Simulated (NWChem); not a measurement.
Molecule: C2H9NSi; SMILES [SiH2](CN)C

```xyz
13

C      0.9825     1.5882     0.1329
Si    -0.6352     0.6705    -0.1603
C     -0.4938    -1.1423     0.3768
N      0.6392    -1.7798    -0.2759
H      1.2644     1.5718     1.1976
H      0.8984     2.6411    -0.1774
H      1.7997     1.1345    -0.4499
H     -1.7349     1.3195     0.6264
H     -0.9957     0.7394    -1.6104
H     -0.5050    -1.2045     1.4878
H     -1.4251    -1.6337     0.0444
H      1.5155    -1.3954     0.0710
H      0.6682    -2.7772    -0.0728
```
Atoms are numbered in this order, from 1.

Computed with NWChem. Medium grid unless said otherwise, to which SCAN and Minnesota functionals are sensitive. Structure relaxed at the PBE0/def2-SVP level.

For level M05-2X/def2-SVP:

| Quantity | Result |
|---|---|
| highest occupied level (eV) | -8.07 |
| orbital gap (eV) | 10.37 |

Problem. Estimate the same quantities for level PBE/def2-SVP.

Solution. 
| Property | Value |
|---|---|
| highest occupied level (eV) | -5.05 |
| orbital gap (eV) | 5.50 |
